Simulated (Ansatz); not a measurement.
Relaxation of BClF2H (5 atoms, charge 0, multiplicity 2), to a largest force component of 0.03 eV/Å in at most 50 steps.

All numbers below come from UKS PBE0-D4/def2-SVP in Ansatz 0.2.0.

```xyz
5
Properties=species:S:1:pos:R:3:forces:R:3
B -0.021 0.000 -0.348 -0.02 0.00 -0.05
F 0.027 0.000 2.171 0.01 0.00 -2.87
F 1.148 0.000 -0.913 -0.01 0.00 0.01
H -1.051 0.000 -0.995 0.03 0.00 0.01
Cl 0.010 0.000 3.771 -0.02 0.00 2.89
```

Problem. Where does it end, and by what steps?

Solution. The run converged. After 20 steps the energy has fallen by 5.221 eV; F2 moved furthest, 1.26 Å. Parted: F2–Cl5 (1.60 → 2.84 Å). Joined: B1–F2 (2.52 → 1.32 Å).

```csv
step,energy less start (eV),largest force component (eV/Å),accepted
0,0.0000,2.892,yes
1,-0.0830,1.920,yes
2,-0.1982,0.945,yes
3,-0.6727,3.619,yes
4,-1.8985,6.260,yes
5,-3.3874,6.191,yes
6,-4.8823,4.020,yes
7,-4.4492,11.298,no
8,-5.1532,1.735,yes
9,-5.2041,0.197,yes
10,-5.2082,0.087,yes
11,-5.2107,0.065,yes
12,-5.1295,1.456,no
13,-5.2142,0.143,yes
14,-5.2154,0.297,yes
15,-5.2170,0.247,yes
16,-5.2176,0.168,yes
17,-5.2194,0.138,yes
18,-5.2202,0.038,yes
19,-5.2209,0.063,yes
20,-5.2212,0.014,yes
```

```xyz
5
Properties=species:S:1:pos:R:3
B -0.160 0.000 -0.020
F -0.733 -0.003 1.166
F 1.149 0.004 -0.070
H -0.830 -0.002 -1.018
Cl 0.687 0.001 3.627
```

Whether the end is a true minimum wasn't checked by a vibrational analysis.

The run took 62 s on 1 thread of Intel(R) Xeon(R) 6975P-C (Granite Rapids) (shared host), peak memory 0.18 GiB.
